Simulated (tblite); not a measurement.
C₅H₁₃FSi₂.
Structure used (GFN2-xTB), in Å, numbered top down from 1:
```
atom  x, y, z in Å
C1    -1.210    0.481   -2.065
C2    -1.316    0.781   -0.777
C3    -2.588    0.535   -0.021
Si4    0.129    1.496    0.210
C5     0.747    0.116    1.405
F6    -0.213    0.015    2.425
C7     0.938   -1.260    0.793
Si8    2.432   -1.389   -0.370
H9    -0.304    0.660   -2.620
H10   -2.026    0.046   -2.623
H11   -3.014    1.483    0.306
H12   -3.321    0.014   -0.634
H13   -2.392   -0.054    0.874
H14    1.241    1.885   -0.661
H15   -0.312    2.609    1.056
H16    1.661    0.425    1.927
H17    1.061   -1.980    1.607
H18    0.025   -1.544    0.264
H19    2.192   -0.628   -1.597
H20    2.634   -2.801   -0.703
H21    3.625   -0.871    0.306
```

All values are computed: GFN2-xTB (tblite) harmonic vibrations without scaling, gas phase. The method is semi-empirical: single wavenumbers can be off by several per cent or more. Modes of hydrogen on silicon can be 10 to 20 % off. One conformer, not necessarily the lowest.

Harmonic wavenumbers (cm⁻¹): 27.8, 46.3, 65.8, 89.3, 130.3, 148.3, 160.1, 238.8, 261.0, 302.7, 366.8, 375.0, 432.0, 499.4, 513.4, 537.1, 573.6, 621.1, 645.0, 679.8, 729.9, 755.5, 771.8, 777.5, 790.0, 806.0, 816.3, 908.3, 953.6, 964.4, 1014.8, 1039.5, 1073.0, 1099.3, 1218.6, 1244.5, 1262.7, 1311.0, 1402.0, 1422.9, 1478.2, 1482.6, 1486.3, 1679.2, 2243.3, 2249.4, 2251.0, 2260.8, 2269.5, 2901.6, 2946.0, 2972.8, 3002.8, 3018.7, 3024.6, 3065.6, 3107.5.

A = 1634, B = 937.3, C = 747.9 MHz; mass 148.054 u (most abundant isotopes); point group C1, symmetry number 1.

Problem. Zero-point energy?

Solution. Half the sum of the wavenumbers: 34258 cm⁻¹ = 97.95 kcal/mol.

Problem. Give the ideal-gas entropy at 298.15 K and 1 bar in the rigid-rotor, harmonic-oscillator model (classical rotation).

Solution. Translation 40.91, rotation 30.02, vibration 40.89: S = 111.8 cal/(mol K).

Problem. And Cp and H(298.15 K) − H(0)?

Solution. Cp = 47.36 cal/(mol K), of which vibrations give 39.41 (their classical limit is 57 R = 113.3); H(298.15 K) − H(0) = 8.48 kcal/mol without the zero-point energy, 6.11 from vibrations.

Problem. How do the functions run with temperature in this model?

Solution. 
| T (K) | S (cal/(mol K)) | Cp (cal/(mol K)) | H − H(0) (kcal/mol) | G − H(0) (kcal/mol) | ln q(vib) |
| --- | --- | --- | --- | --- | --- |
| 50 | 62.9 | 16.1 | 0.59 | -2.56 | 1.20 |
| 100 | 76.1 | 22.6 | 1.56 | -6.05 | 3.13 |
| 373.15 | 123.4 | 55.7 | 12.35 | -33.68 | 12.83 |
| 500 | 141.4 | 67.3 | 20.19 | -50.49 | 17.06 |
| 750 | 171.9 | 83.2 | 39.15 | -89.77 | 24.85 |
| 1000 | 197.4 | 93.7 | 61.35 | -136.02 | 31.91 |

q(vib) and H(0) count from the zero-point level.

Problem. Which modes carry the vibrational entropy at 298.15 K?

Solution. 27.8 cm⁻¹: 5.98; 46.3 cm⁻¹: 4.97; 65.8 cm⁻¹: 4.28; 89.3 cm⁻¹: 3.68; 130.3 cm⁻¹: 2.94; 148.3 cm⁻¹: 2.69 cal/(mol K); the other 51 give 16.36 together.

Hindered rotation and anharmonicity are outside this model. Other conformers, if any are populated, would add a mixing term that is left out. The structure is chiral; the term R ln 2 for an equal mix with its mirror image is left out.
